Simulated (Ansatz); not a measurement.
Molecule: C2H6BO2, charge 0, multiplicity 2. It need not be the lowest isomer of its formula. 
Coordinates optimised at B3LYP-D3(BJ)/def2-TZVP (Ansatz, a quantum-chemistry and plane-wave program):
SMILES: [CH2]CB(O)O
```xyz
11

C      1.8055    -0.4725     0.6136
C      0.9614    -0.3719    -0.6067
B     -0.4814     0.1392    -0.1726
O     -0.7568     1.4725    -0.2485
O     -1.4593    -0.6894     0.3188
H      2.2667     0.4104     1.0333
H      1.8362    -1.3813     1.1990
H      0.8858    -1.3422    -1.1082
H      1.3852     0.3442    -1.3156
H     -1.6348     1.6889     0.0869
H     -1.2051    -1.6149     0.3639
```
Charge 0, spin multiplicity 2.

Atomisation energy built up term by term with Ansatz (kcal/mol; UHF references for open shells; valence terms freeze the core; atomic spin-orbit terms are left out). Basis-set limits of correlation are two-point, X^-3; Hartree-Fock from the larger set.

```json
[
 {"term": "Hartree-Fock", "basis": "cc-pVQZ", "kcal/mol": "?"},
 {"term": "CCSD correlation", "basis": "CBS(cc-pVTZ,cc-pVQZ)", "kcal/mol": "?"},
 {"term": "(T)", "basis": "CBS(cc-pVTZ,cc-pVQZ)", "kcal/mol": "16.43"},
 {"term": "core correlation", "basis": "cc-pwCVTZ", "kcal/mol": "4.38"},
 {"term": "scalar relativity (X2C)", "basis": "cc-pVTZ-DK against cc-pVTZ", "kcal/mol": "-1.01"},
 {"term": "sum: De", "basis": "", "kcal/mol": "?"}
]
```

**Question.** Fill in the missing entries.

**Answer.** 
- Hartree-Fock, kcal/mol: 802.85
- CCSD correlation, kcal/mol: 255.39
- sum: De, kcal/mol: 1078.0
